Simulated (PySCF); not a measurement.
## Correlation energy of S (sulfur, neutral)

[Ne] 3s2 3p4, high-spin 3P determinant. Calculation: PySCF 2.14, in x2c-TZVPPall with one added diffuse shell each of s, p, d type (6s6p4d1f, 51 functions); scalar relativity by spin-free X2C-1e. Frozen: 1s2; 14 electrons correlated.

```csv
level,correlation energy (mhartree)
CCSD,-298.51
(T),-6.33
CCSD(T),-304.84
```

Diagnostics: T1 = 0.0072, D1 = 0.0338, largest double amplitude 0.040.

Is a single reference adequate?

Yes: T1 lies below 0.03 and no double amplitude reaches 0.07.

This basis was not built for core-valence correlation, so the inner-shell part is incomplete.
